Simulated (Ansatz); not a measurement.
Na₂Sn, relaxed as a singlet with RKS r2SCAN-D4/def2-TZVP in Ansatz, starting from the GFN2-xTB geometry. Force threshold 0.02 eV/Å.

In the def2 sets Sn takes a core potential; there is no spin–orbit coupling. The restricted singlet is unstable: a solution with broken spin symmetry lies lower. At r2SCAN-D4/def2-TZVP a triplet of charge 0 lies 0.52 eV below the restricted singlet, each at its own geometry. The structure comes from a short search, and lower isomers may exist.

Start:

```xyz
3

Na   -1.310   -1.038   -0.752
Na   -0.067    1.824    0.109
Sn    1.377   -0.787    0.643
```

```
        step  energy (eV)  largest force component (eV/Å)  SCF passes
           1  -14663.8798                           0.305          18
           2  -14663.9277                           0.232          22
           3  -14664.0061                           0.079          21
           4  -14664.0220                           0.016          21
5 (rejected)  -14664.0213                           0.037          22
           6  -14664.0225                           0.001          23
```

Force components are those of the run's own axes.

End:

```xyz
3

Na   -1.380   -1.454   -0.821
Na    0.178    2.143    0.260
Sn    1.201   -0.689    0.561
```

By distances, no bond broke or formed, bridged metal pairs apart. The bond that changes most is Na1–Na2, from 3.24 to 4.07 Å (atoms count from 1). Metal–metal contacts that move far: Na1–Na2 3.24 to 4.07 Å.

The force fell under the threshold at step 4, but the optimiser went on. No frequencies were taken in this run, so the end may be a saddle point.

Run time 8.5 s (4 threads of Arm Neoverse V2 on a shared host).
